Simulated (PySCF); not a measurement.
Labels have come off several samples. The candidates:

A. SMILES C[SiH2]O[Si@@H](C)C(=O)O
B. `Cc1ncnc(C2CC2)n1`
C. SMILES C1[C@H](C(N)=O)[Si](N)(N)C1

Spectrum 1. 1H NMR (500 MHz, computed): δ 8.98 (s, 1H), 2.80 (s, 3H), 2.24 (m, 1H), 1.32 (m, 2H), 1.16 (m, 2H). 13C{1H} NMR (computed): δ 187.0 (C), 182.0 (C), 172.0 (CH), 28.6 (CH3), 21.8 (CH), 16.2 (CH2).

Spectrum 2. 1H NMR (500 MHz, computed): δ 6.67 (br s, 1H), 5.31 (m, 1H), 5.22 (m, 1H), 5.17 (q, 1H), 0.55 (m, 3H), 0.45 (d, 3H). 13C{1H} NMR (computed): δ 188.6 (C), 0.0 (CH3), -0.2 (CH3).

Spectrum 3. 1H NMR (500 MHz, computed): δ 4.46 (br, 1H), 4.32 (br, 1H), 2.81 (m, 1H), 2.54 (m, 1H), 1.65 (m, 1H), 1.61 (m, 1H), 1.59 (m, 1H), 0.71 (br s, 2H), 0.60 (br s, 2H). 13C{1H} NMR (computed): δ 176.9 (C), 50.5 (CH), 29.5 (CH2), 13.5 (CH2).

[PySCF 2.14.0 with density-fitted response routines: NMR shieldings at PBE0/pcSseg-1/GIAO; geometry: GFN2-xTB; non-relativistic; one computed conformer; no solvent; rapidly exchanging positions averaged]

Referencing at the same level of theory: TMS for 1H and 13C. Where no couplings were computed, multiplicities follow the n + 1 count of equivalent neighbours, and m marks all less simple cases (inequivalent or close neighbours, rings, F or P nearby). Acid and N–H amide carbonyl carbons lie up to 10 ppm further downfield in solution (hydrogen bonding). Shifts are as computed. Against solution values, carbons near 30 ppm lie about +3 ppm off and those near 130 ppm about +5 ppm. Of 1211 compounds with measured shifts, 218 miss one by over three times the rms of a fit or turn the order of signals round; such compounds aren't used in these exercises. Groups on amide-type nitrogens are kept apart (slow C–N rotation). OH and NH positions are gas-phase values without hydrogen bonding to other molecules.

**Question.** Which spectrum belongs to which compound?

**Answer.** 1–B, 2–A, 3–C.

- Spectrum 1 (B): 6 13C signals; δC 28.6 is a methyl carbon on an aromatic ring; δC 21.8 is a three-membered-ring carbon.
- Spectrum 2 (A): 3 13C signals; δC 0.0 is a methyl carbon bonded to Si; δC -0.2 is a methyl carbon bonded to Si.
- Spectrum 3 (C): 4 13C signals; δC 176.9 is an amide carbonyl carbon; δC 50.5 is an sp3 CH bonded to Si, α to a carbonyl.
